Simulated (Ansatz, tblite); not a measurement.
Cost and result up the ladder for Be₇O₈ (the lowest singlet isomer of a short search) (15 atoms). The state is a singlet with charge 0. Geometry: PBE-D4/def2-SVP.

Cartesian coordinates in Å:
```
Be -0.6950 -1.2352 -1.3982
Be -0.6668 1.8389 1.1820
Be -0.5501 -1.5967 0.9966
Be -1.7822 0.2022 -0.1096
Be 0.5433 1.0626 -0.9276
Be 1.5569 -1.1795 -1.2231
Be 1.3744 0.0200 1.0194
O 0.5448 -2.0266 -1.7820
O 0.7273 -1.2199 1.5699
O -1.6097 -1.4337 -0.0539
O 1.8111 0.1385 -0.5347
O -1.9367 1.1619 1.0297
O 0.9132 1.5564 1.4687
O -0.7682 0.4037 -1.4019
O 0.5374 2.3075 0.1646
```

Ansatz on 4 threads of Arm Neoverse V2 on a shared host; xTB runs through tblite on one thread. Times are rough, summed over both states, and most runs start from the orbitals of an earlier one. No level here is sound enough to serve as a yardstick. The other state is a doublet.

The xTB rows come from tblite. LC-ωPBE has ω = 0.4 bohr⁻¹. The structure holds 1 bond(s) between oxygen atoms. HOMO above LUMO, or a gap near zero within one spin, warns that the state may not be the lowest or that an electron is smeared out. The structure comes from a short search, and lower isomers may exist.

Raw xTB energies of ions are shifted by several eV.

```tsv
level	functions	wall time
GFN1-xTB	60	0.027 s
GFN2-xTB	60	0.033 s
PBE-D4/def2-TZVP (with forces)	381	34 s
LC-ωPBE/def2-TZVP	381	75 s
PBE0-D4/def2-TZVP	381	98 s
```

Task: Estimate what each level gives for the vertical IE (eV).

Result: 
```json
{"level": "GFN1-xTB", "vertical IE (eV)": "13.41", "remarks": "–"}
{"level": "GFN2-xTB", "vertical IE (eV)": "14.99", "remarks": "–"}
{"level": "PBE-D4/def2-TZVP (with forces)", "vertical IE (eV)": "9.20", "remarks": "gap within one spin near zero (+1 doublet), restricted SCF unstable in HF (singlet)"}
{"level": "LC-ωPBE/def2-TZVP", "vertical IE (eV)": "10.51", "remarks": "restricted SCF unstable in HF (singlet)"}
{"level": "PBE0-D4/def2-TZVP", "vertical IE (eV)": "9.85", "remarks": "restricted SCF unstable in HF (singlet)"}
```
